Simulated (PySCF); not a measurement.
Ionisation energy of Xe³²⁺ by level of theory

Xe³²⁺ [Ar] 3d4 (5D) → Xe³³⁺ [Ar] 3d3 (4F), as a difference of total energies. Calculation: PySCF 2.14, in an uncontracted even-tempered set (17 s from 5 bohr⁻², ratio 2.5; 11 p from 6.5 bohr⁻², ratio 2.5; 8 d from 6.5 bohr⁻², ratio 2.5; 4 f from 24 bohr⁻², ratio 2.7; 3 g from 37 bohr⁻², ratio 2.7); the non-relativistic Hamiltonian (point nucleus). Correlated levels: outer shells: [Ne] frozen; virtual orbitals above 40 to 60 times the deepest correlated orbital energy dropped. The calculations carry no spin-orbit coupling.

| method | ionisation energy (eV) |
| --- | --- |
| UHF | 2020.9 |
| LDA | 2020.9 |
| PBE | 2020.0 |
| PBE0 | 2020.7 |
| r2SCAN | 2020.0 |
| r2SCAN0 | 2020.7 |
| revPBE | 2020.0 |
| MP2 (outer shells) | 2021.3 |
| SCS-MP2 (outer shells) | 2020.8 |

A first-order spin-orbit estimate (lowest level to lowest level, LS coupling) adds -3.332 eV.

All relativistic terms are absent from these numbers, so their closeness to the reference says little about the methods.

For comparison: 2023 ± 4 eV (theoretical estimate listed by NIST; NIST Atomic Spectra Database, ionization energies).
